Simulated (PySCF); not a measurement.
PySCF job for C₃H₇NSi, SMILES CC1=NC[SiH2]1, B3LYP-D3(BJ)/def2-SVP. Coordinates come from a B3LYP-D3(BJ)/def2-SVP optimisation. This is a generated structure with no PubChem entry under its InChIKey; it may be hypothetical.

```python
import numpy as np
from pyscf import gto, scf, dft, df
from pyscf.hessian import thermo

mol = gto.M(
    atom='''
    C    -0.23175899    2.19396782    0.00000000
    C     0.04028293    0.72717467   -0.00000000
    N     1.22855706    0.21962896   -0.00000000
    C     1.01605114   -1.25891377    0.00000000
    Si   -0.87238955   -0.93871420   -0.00000000
    H     0.71518639    2.75516256    0.00000000
    H    -0.82400747    2.48017415   -0.88543953
    H    -0.82400747    2.48017414    0.88543952
    H     1.46841835   -1.72778532    0.88919811
    H     1.46841834   -1.72778532   -0.88919811
    H    -1.66895216   -1.31435824    1.20836983
    H    -1.66895217   -1.31435824   -1.20836983
    ''',
    basis='def2-SVP',
    charge=0,
    spin=0,
    max_memory=1600,
    verbose=3,
)
mf = dft.RKS(mol, xc='b3lyp').density_fit(auxbasis='def2-universal-jkfit')
mf.disp = 'd3bj'
mf.grids.level = 3
mf.conv_tol = 1e-11
mf.max_cycle = 100
mf.kernel()

# [left out here: the lines that compute and print the analytic Hessian (its translational invariance restored by hand, since the grid's response is missing), thermochemistry and intensities]
```

It prints:

```
converged SCF energy = -462.542788537296

WARN: DFTD3 does not support analytical Hessian, using finite difference


WARN: Mole.unit (angstrom) is changed to Bohr

Mode                                 0                   1                   2
Irrep
Freq [cm^-1]                      136.6629            205.6567            286.7302
Reduced mass [au]                   1.1152              1.8541              1.8497
Force const [Dyne/A]                0.0123              0.0462              0.0896
Char temp [K]                     196.6275            295.8943            412.5410
Normal mode                   x     y     z       x     y     z       x     y     z
       0   C                -0.00 -0.00 -0.02   -0.00 -0.00  0.06    0.00  0.00  0.07
       1   C                 0.00 -0.00 -0.00    0.00 -0.00  0.02   -0.00  0.00 -0.18
       2   N                 0.00 -0.00  0.05    0.00 -0.00 -0.17   -0.00  0.00  0.01
       3   C                -0.00 -0.00 -0.06    0.00 -0.00  0.07    0.00  0.00  0.05
       4  Si                -0.00  0.00  0.02   -0.00  0.00  0.01   -0.00 -0.00 -0.01
       5   H                -0.00  0.00  0.45   -0.00  0.00  0.31    0.00 -0.00  0.20
       6   H                 0.43  0.05 -0.30    0.21  0.06 -0.07   -0.03  0.22  0.16
       7   H                -0.43 -0.05 -0.30   -0.21 -0.06 -0.07    0.03 -0.22  0.16
       8   H                 0.05 -0.09 -0.14   -0.05  0.19  0.20   -0.06  0.05  0.11
       9   H                -0.05  0.09 -0.14    0.05 -0.19  0.20    0.06 -0.05  0.11
      10   H                 0.13  0.05  0.12   -0.20 -0.09 -0.14    0.15  0.29  0.18
      11   H                -0.13 -0.05  0.12    0.20  0.09 -0.14   -0.15 -0.29  0.18
Mode                                 3                   4                   5
Irrep
Freq [cm^-1]                      296.6752            495.2935            533.5528
Reduced mass [au]                   2.8277              1.1190              7.5255
Force const [Dyne/A]                0.1466              0.1617              1.2622
Char temp [K]                     426.8496            712.6171            767.6637
Normal mode                   x     y     z       x     y     z       x     y     z
       0   C                -0.12 -0.07  0.00    0.00 -0.00 -0.00    0.03 -0.06  0.00
       1   C                 0.09 -0.02 -0.00    0.00  0.00  0.07    0.07 -0.03 -0.00
       2   N                 0.08 -0.04  0.00    0.00  0.00 -0.02    0.09  0.06  0.00
       3   C                -0.01 -0.05  0.00    0.00  0.00 -0.01    0.07  0.11  0.00
       4  Si                 0.00  0.08 -0.00   -0.00 -0.00 -0.04   -0.12 -0.04  0.00
       5   H                -0.25  0.15  0.00   -0.00  0.00 -0.05    0.01 -0.02 -0.00
       6   H                -0.19 -0.21  0.00    0.02 -0.09 -0.04    0.02 -0.08  0.00
       7   H                -0.19 -0.21 -0.00   -0.02  0.09 -0.04    0.02 -0.08 -0.00
       8   H                -0.04 -0.07  0.00   -0.31  0.12  0.22    0.08  0.10 -0.00
       9   H                -0.04 -0.07 -0.00    0.31 -0.12  0.22    0.08  0.10  0.00
      10   H                -0.03  0.16  0.00    0.45 -0.18  0.21   -0.13 -0.00  0.00
      11   H                -0.03  0.16 -0.00   -0.45  0.18  0.21   -0.13 -0.00 -0.00
Mode                                 6                   7                   8
Irrep
Freq [cm^-1]                      579.2378            638.5821            717.0391
Reduced mass [au]                   2.9485              1.3219              2.3696
Force const [Dyne/A]                0.5829              0.3176              0.7178
Char temp [K]                     833.3943            918.7775           1031.6596
Normal mode                   x     y     z       x     y     z       x     y     z
       0   C                 0.02 -0.13 -0.00   -0.00  0.00 -0.02   -0.03  0.12  0.00
       1   C                -0.10 -0.08  0.00    0.00  0.00 -0.12   -0.01  0.01  0.00
       2   N                -0.06  0.02  0.00    0.00 -0.00  0.04   -0.03 -0.06  0.00
       3   C                 0.08  0.02 -0.00   -0.00 -0.00  0.00    0.15 -0.09 -0.00
       4  Si                 0.02  0.07 -0.00    0.00 -0.00  0.04   -0.03 -0.02 -0.00
       5   H                 0.14 -0.32 -0.00   -0.00  0.00  0.09   -0.05  0.16  0.00
       6   H                 0.09 -0.03 -0.01   -0.03  0.17  0.06   -0.04  0.11  0.00
       7   H                 0.09 -0.03  0.01    0.03 -0.17  0.06   -0.04  0.11 -0.00
       8   H                 0.12  0.07  0.00   -0.02 -0.05 -0.01    0.22 -0.02  0.00
       9   H                 0.12  0.07 -0.00    0.02  0.05 -0.01    0.22 -0.02 -0.00
      10   H                -0.05  0.23  0.00    0.04 -0.56 -0.11   -0.21  0.25 -0.03
      11   H                -0.05  0.23 -0.00   -0.04  0.56 -0.11   -0.21  0.25  0.03
Mode                                 9                  10                  11
Irrep
Freq [cm^-1]                      778.4452            817.4371            919.3419
[...]
      11   H                -0.00 -0.01  0.01   -0.00 -0.00 -0.00   -0.00  0.00 -0.00
Mode                                21                  22                  23
Irrep
Freq [cm^-1]                     1443.5803           1658.5289           2192.9844
Reduced mass [au]                   1.0433              8.7371              1.0318
Force const [Dyne/A]                1.2809             14.1601              2.9237
Char temp [K]                    2076.9907           2386.2538           3155.2164
Normal mode                   x     y     z       x     y     z       x     y     z
       0   C                 0.00  0.00 -0.05   -0.01  0.03  0.00   -0.00 -0.00 -0.00
       1   C                -0.00  0.00 -0.02    0.19 -0.11  0.00    0.00  0.00 -0.00
       2   N                 0.00 -0.00 -0.00   -0.15  0.07 -0.00   -0.00 -0.00  0.00
       3   C                 0.00 -0.00  0.00   -0.00  0.00  0.00    0.00 -0.00  0.00
       4  Si                -0.00 -0.00  0.00    0.00  0.00  0.00   -0.03 -0.01 -0.00
       5   H                 0.00 -0.00  0.71    0.05 -0.08 -0.00    0.00 -0.00 -0.00
       6   H                -0.31 -0.36  0.05   -0.06  0.05  0.04   -0.00 -0.00 -0.00
       7   H                 0.31  0.36  0.05   -0.06  0.05 -0.04   -0.00 -0.00  0.00
       8   H                -0.00 -0.00 -0.00   -0.00 -0.08 -0.05   -0.00 -0.00  0.00
       9   H                 0.00  0.00 -0.00   -0.00 -0.08  0.05   -0.00 -0.00 -0.00
      10   H                -0.00 -0.01 -0.00   -0.00  0.01 -0.00    0.36  0.17 -0.57
      11   H                 0.00  0.01 -0.00   -0.00  0.01  0.00    0.36  0.17  0.57
Mode                                24                  25                  26
Irrep
Freq [cm^-1]                     2202.8490           3020.9453           3052.4328
Reduced mass [au]                   1.0524              1.0359              1.0592
Force const [Dyne/A]                3.0089              5.5701              5.8144
Char temp [K]                    3169.4092           4346.4677           4391.7712
Normal mode                   x     y     z       x     y     z       x     y     z
       0   C                -0.00 -0.00 -0.00    0.02 -0.05  0.00    0.00  0.00  0.00
       1   C                 0.00 -0.00 -0.00    0.00  0.00 -0.00    0.00 -0.00  0.00
       2   N                -0.00  0.00  0.00   -0.00  0.00  0.00   -0.00  0.00 -0.00
       3   C                -0.00  0.00 -0.00    0.00  0.00 -0.00   -0.05  0.05  0.00
       4  Si                 0.00  0.00 -0.04    0.00  0.00  0.00    0.00  0.00  0.00
       5   H                 0.00  0.00  0.00    0.44  0.25  0.00   -0.01 -0.00 -0.00
       6   H                -0.00 -0.00 -0.00   -0.31  0.15 -0.48   -0.00  0.00 -0.00
       7   H                 0.00  0.00 -0.00   -0.31  0.15  0.48   -0.00  0.00  0.00
       8   H                 0.00  0.00 -0.00    0.00 -0.00  0.00    0.27 -0.28  0.57
       9   H                -0.00 -0.00 -0.00    0.00 -0.00 -0.00    0.27 -0.28 -0.57
      10   H                -0.37 -0.17  0.55   -0.00 -0.00  0.00   -0.00 -0.00  0.00
      11   H                 0.37  0.17  0.55   -0.00 -0.00 -0.00   -0.00 -0.00 -0.00
Mode                                27                  28                  29
Irrep
Freq [cm^-1]                     3094.0522           3102.5628           3126.5310
Reduced mass [au]                   1.1013              1.1071              1.1054
Force const [Dyne/A]                6.2116              6.2787              6.3667
Char temp [K]                    4451.6522           4463.8972           4498.3821
Normal mode                   x     y     z       x     y     z       x     y     z
       0   C                 0.00  0.00  0.09   -0.00  0.00  0.00   -0.09 -0.02  0.00
       1   C                 0.00  0.00  0.00    0.00 -0.00 -0.00   -0.00 -0.00  0.00
       2   N                 0.00  0.00  0.00   -0.00  0.00  0.00    0.00 -0.00  0.00
       3   C                 0.00 -0.00  0.00   -0.00  0.00 -0.09   -0.00  0.00  0.00
       4  Si                -0.00  0.00  0.00   -0.00 -0.00 -0.00   -0.00  0.00 -0.00
       5   H                -0.00 -0.00  0.01   -0.00 -0.00  0.00    0.70  0.42  0.00
       6   H                -0.37  0.17 -0.53   -0.01  0.00 -0.01    0.17 -0.09  0.28
       7   H                 0.37 -0.17 -0.53    0.01 -0.00 -0.01    0.17 -0.09 -0.28
       8   H                -0.01  0.01 -0.01    0.28 -0.28  0.54    0.00 -0.00  0.00
       9   H                 0.01 -0.01 -0.01   -0.28  0.28  0.54    0.00 -0.00 -0.00
      10   H                 0.00  0.00 -0.00   -0.00 -0.00  0.00   -0.00 -0.00  0.00
      11   H                -0.00 -0.00 -0.00    0.00  0.00  0.00   -0.00 -0.00 -0.00
temperature 298.1500 [K]
pressure 101325.00 [Pa]
Rotational constants [GHz] 6.88423 3.50035 2.45862
Symmetry number 1
Zero-point energy (ZPE) 0.09134 [Eh]   239806.110 [J/mol]
                           tot       elec      trans        rot        vib
Entropy [J/mol/K]       320.701      0.000    164.180    109.194     47.327
Cv [J/mol/K]             93.607      0.000     12.472     12.472     68.664
Cp [J/mol/K]            101.922      0.000     20.786     12.472     68.664
Internal energy [J/mol]                      3718.434   3718.434 248551.439
Internal energy [Eh]   -462.44529  -462.54279
Enthalpy [J/mol]                             6197.391   3718.434 248551.439
Enthalpy [Eh]          -462.44434
Gibbs free energy [J/mol]                  -42752.793 -28837.650 234440.808
Gibbs free energy [Eh] -462.48076
static polarisability / bohr^3: [[66.326 -0.988  0.   ]
 [-0.989 69.203 -0.   ]
 [ 0.    -0.    49.385]]
largest difference of analytic and finite-field dipole derivatives / e: 0.0009089934818903023
mode   freq/cm-1   IR/(km/mol)   Raman/(A^4/amu)   depolarisation
   1      136.66         3.999             0.082            0.750
   2      205.66         9.484             0.448            0.750
   3      286.73         0.304             1.412            0.750
   4      296.68         4.205             3.430            0.616
   5      495.29         5.824             4.237            0.750
   6      533.55        13.554            14.059            0.332
   7      579.24         3.586            17.091            0.462
   8      638.58        10.722            13.846            0.750
   9      717.04        13.232            16.717            0.239
  10      778.45       111.726             3.171            0.270
  11      817.44        23.298             3.175            0.750
  12      919.34        28.592             4.179            0.419
  13      956.56        98.570            15.224            0.713
  14     1012.38         0.000             0.472            0.750
  15     1029.90         8.104             0.283            0.493
  16     1132.15         2.530             5.198            0.750
  17     1170.47         5.410             0.661            0.349
  18     1243.98         7.841             7.973            0.232
  19     1384.27         7.407             9.735            0.434
  20     1423.94         1.070            42.001            0.606
  21     1439.68        11.737            12.034            0.676
  22     1443.58        10.720            19.453            0.750
  23     1658.53        36.609             9.159            0.263
  24     2192.98       135.861           232.462            0.107
  25     2202.85       132.896           103.433            0.750
  26     3020.95        12.819           183.772            0.015
  27     3052.43        24.150           188.841            0.135
  28     3094.05         9.463            84.102            0.750
  29     3102.56         7.204           125.760            0.750
  30     3126.53         7.986            98.702            0.720
max |gradient| / (hartree/bohr): 4.126395164705905e-05
APT charges: [-0.0473  0.1555 -0.5041 -0.0096  0.9647 -0.0034  0.0041  0.0041 -0.0155
 -0.0155 -0.2665 -0.2665]
```

Self-consistency was reached.

Cost: roughly 5 core-minutes.
